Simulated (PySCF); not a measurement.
# Correlation energy of N (nitrogen, neutral)

[He] 2s1 2p4, high-spin 4P determinant (an excited configuration). Calculation: PySCF 2.14, in aug-cc-pCVTZ-DK (7s6p4d2f, 59 functions); the spin-free X2C one-electron Hamiltonian (Gaussian nucleus). Frozen: 1s2; 5 electrons correlated.

```tsv
level	correlation energy (mhartree)
CCSD	-115.17
(T)	-5.01
CCSD(T)	-120.18
```

Diagnostics: T1 = 0.026, D1 = 0.0698, largest double amplitude 0.154.

A double-excitation amplitude exceeds 0.15, a sign of near-degeneracy.

Cost of the coupled-cluster step: of the order of 10 core-seconds, for 5 correlated electrons.
